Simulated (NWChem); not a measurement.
System: CH3FO3Si; SMILES O[Si]1(F)OCO1

NWChem input:

```
start job
memory heap 200 mb stack 900 mb global 1100 mb
geometry units angstroms noautoz
  O      1.327506    -1.369053     0.000000
  Si     0.023579    -0.370635     0.000000
  F     -1.299919    -1.312713     0.000000
  O      0.009048     0.889863    -1.119360
  C     -0.021084     1.797997     0.000000
  O      0.009048     0.889863     1.119360
  H      1.145409    -2.324774     0.000000
  H      0.875151     2.458192     0.000000
  H     -0.956519     2.401877     0.000000
end
basis spherical
  * library def2-svpd
end
dft
  xc xtpss03 ctpss03
  iterations 150
  mulliken
end
task dft energy
```

Excerpt of the output:

```
             Northwest Computational Chemistry Package (NWChem) 7.3.0
             --------------------------------------------------------

 CS  symmetry detected

                             Geometry "geometry" -> ""
                             -------------------------

 Output coordinates in angstroms (scale by  1.889725989 to convert to a.u.)

  No.       Tag          Charge          X              Y              Z
 ---- ---------------- ---------- -------------- -------------- --------------
    1 O                    8.0000     1.32165119    -1.36191359     0.00000000
    2 Si                  14.0000     0.01765457    -0.36358652     0.00000000
    3 F                    9.0000    -1.30577773    -1.30575681     0.00000000
    4 O                    8.0000     0.00303567     0.89691046    -1.11936000
    5 C                    6.0000    -0.02715966     1.80504236     0.00000000
    6 O                    8.0000     0.00303567     0.89691046     1.11936000
    7 H                    1.0000     1.13962083    -2.31764729     0.00000000
    8 H                    1.0000     0.86902930     2.46529986     0.00000000
    9 H                    1.0000    -0.96263676     2.40885713     0.00000000

 Effective nuclear repulsion energy (a.u.)     335.9500372704

      Symmetry information
      --------------------

 Group name             Cs
 Group number              2
 Group order               2
 No. of unique centers     8

                                 NWChem DFT Module
                                 -----------------

 Summary of "ao basis" -> "ao basis" (spherical)
 ------------------------------------------------------------------------------
       Tag                 Description            Shells   Functions and Types
 ---------------- ------------------------------  ------  ---------------------
 O                         def2-svpd                 9       23   4s3p2d
 Si                        def2-svpd                10       24   5s3p2d
 F                         def2-svpd                 9       23   4s3p2d
 C                         def2-svpd                 8       20   4s2p2d
 H                         def2-svpd                 4        8   2s2p

      Symmetry analysis of basis
      --------------------------

        a'        104
        a"         56

            General Information
            -------------------
          SCF calculation type: DFT
          Wavefunction type:  closed shell.
          No. of atoms     :     9
          No. of electrons :    56
           Alpha electrons :    28
            Beta electrons :    28
          Charge           :     0
          Spin multiplicity:     1
          Use of symmetry is: on ; symmetry adaption is: on
          Maximum number of iterations: 150
          AO basis - number of functions:   160
                     number of shells:    66
          Convergence on energy requested:  1.00D-06
          Convergence on density requested:  1.00D-05
          Convergence on gradient requested:  5.00D-04

              XC Information
              --------------
                  TPSS metaGGA Exchange Functional  1.000
             TPSS03 metaGGA Correlation Functional  1.000

             Grid Information
             ----------------
          Grid used for XC integration:  medium
          Radial quadrature: Mura-Knowles
          Angular quadrature: Lebedev.
          Tag              B.-S. Rad. Rad. Pts. Rad. Cut. Ang. Pts.
          ---              ---------- --------- --------- ---------
          O                   0.60       49          12.0       434
          Si                  1.10       88          10.0       590
          F                   0.50       49          12.0       434
          C                   0.70       49          12.0       434
          H                   0.35       45          13.0       434
          Grid pruning is: on
          Number of quadrature shells:   419
          Spatial weights used:  Erf1

      Superposition of Atomic Density Guess
      -------------------------------------

 Sum of atomic energies:        -651.24184557

      Non-variational initial energy
      ------------------------------

 Total energy =    -653.444656
 1-e energy   =   -1568.992597
 2-e energy   =     579.597904
 HOMO         =      -0.361119
 LUMO         =       0.005850

      Symmetry analysis of molecular orbitals - initial
      -------------------------------------------------

  Numbering of irreducible representations:

     1 a'          2 a"

  Orbital symmetries:

     1 a'          2 a'          3 a'          4 a'          5 a"
     6 a'          7 a'          8 a'          9 a'         10 a"
    11 a'         12 a'         13 a'         14 a"         15 a'
    16 a'         17 a'         18 a"         19 a'         20 a'
    21 a'         22 a"         23 a'         24 a'         25 a"
    26 a"         27 a"         28 a'         29 a'         30 a"
    31 a'         32 a'         33 a'         34 a'         35 a'
    36 a"         37 a'         38 a"

     ---------------------------------------------
      Total Density - Mulliken Population Analysis
     ---------------------------------------------

    Atom       Charge   Shell Charges
 -----------   ------   -------------------------------------------------------
    1 O    8     8.98   1.99  1.10  0.64  0.13  3.06  1.92  0.13  0.00  0.01
    2 Si  14    11.38   2.00  1.99  0.70 -0.51  0.00  5.93  0.74 -0.02  0.42  0.13
    3 F    9     9.81   1.99  1.15  0.78  0.10  3.49  2.13  0.16  0.00  0.01
    4 O    8     9.14   1.99  1.11  0.75  0.08  3.01  2.02  0.12  0.01  0.05
    5 C    6     4.89   1.99  0.91 -0.16  0.17  1.57  0.45  0.07 -0.10
    6 O    8     9.14   1.99  1.11  0.75  0.08  3.01  2.02  0.12  0.01  0.05
    7 H    1     0.65   0.53  0.06  0.05  0.00
    8 H    1     1.00   0.71  0.23  0.02  0.04
    9 H    1     1.00   0.71  0.23  0.02  0.04

[...]
```

Level: TPSS/def2-SVPD. The geometry was optimised at PBE-D3(BJ)/def2-SVP.
